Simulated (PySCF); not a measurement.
Exercise with solution: oscillator strength and radiative lifetime

C2NiO2, SMILES [O+]#[C-]->[Ni]<-[C-]#[O+], multiplicity 1.

The structure is a stationary point at B3LYP-D3(BJ)/def2-SVP. The spin state was assumed, not searched.

PySCF with TDA-PBE/def2-SVPD puts the first singlet state with f over 0.02 at 3.02 eV (vertical), with the transition dipole (0.680, 0.000, 0.000) in atomic units.

### Question
Find the oscillator strength, the wavelength and the radiative lifetime that this transition would have in vacuum if emission retraced absorption.

### Answer

|μ|² = 0.4624 au, so |μ| = 1.73 D. ΔE = 3.02/27.211 = 0.1110 hartree. f = (2/3) ΔE |μ|² = 0.034 (the program prints 0.034).
λ = 1239.84/3.02 = 411 nm; ν = 24358 cm⁻¹.
Einstein's coefficient A = 0.6670 ν² f s⁻¹ (ν in cm⁻¹) = 1.4e7 s⁻¹, so τ = 1/A = 74 ns. This state is S5; the lower singlets have f = 0.007, 0.004, 0.006, 0.002. The figure is the radiative limit of this one transition; relaxation, internal conversion, crossing to triplets and a medium change what is measured.
